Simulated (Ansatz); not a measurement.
Reaction (formal hydrolysis of the Si–Sn bond): `[Cl][SnH2][Si](Cl)(Cl)Cl` + H₂O → `O[Si](Cl)(Cl)Cl` + `[Cl][SnH3]`

Gas-phase electronic energies from Ansatz, PBE0-D4/def2-TZVP geometries. CCSD(T)/CBS adds triple-zeta CCSD(T) − MP2 to the extrapolated MP2 energy (def2 sets, frozen cores). This one scheme is used for every species. Functionals use def2-TZVPP. B3LYP here is the variant with VWN-RPA as its local correlation; programs differ in this. def2 core potentials past Kr. For Sn outer-core shells are correlated without core-valence functions, which leaves a few kJ/mol of doubt a bond. One conformer a species, not always the lowest.

```json
{"level": "revPBE-D4", "ΔE (kJ/mol)": "-65.0"}
{"level": "B2PLYP", "ΔE (kJ/mol)": "-90.2"}
{"level": "PBE-QIDH", "ΔE (kJ/mol)": "-85.7"}
{"level": "B3LYP", "ΔE (kJ/mol)": "-89.7"}
```

Problem. What does CCSD(T)/CBS give? (An estimate is asked.)

Solution. Computed: -77.1 kJ/mol. The listed levels differ from it by 12.1, -13.1, -8.6, -12.6 kJ/mol.

Largest T1 diagnostic among the species: 0.012.

Leaving LDA and LC-ωPBE aside and taking each functional with its dispersion term where it has one, the values, not all of them listed here, spread over 35.7 kJ/mol, from B97M-V to PBE-D4. LDA lies −9.1 kJ/mol from PBE without D4. In def2-TZVPP, CCSD(T) changes the Hartree–Fock value by +26.7 kJ/mol (the triples alone add +4.2 kJ/mol) and MP2 by +29.8 kJ/mol. At CCSD(T), def2-SVP lies −9.5 kJ/mol from the extrapolated value and def2-TZVPP −10.8 kJ/mol.
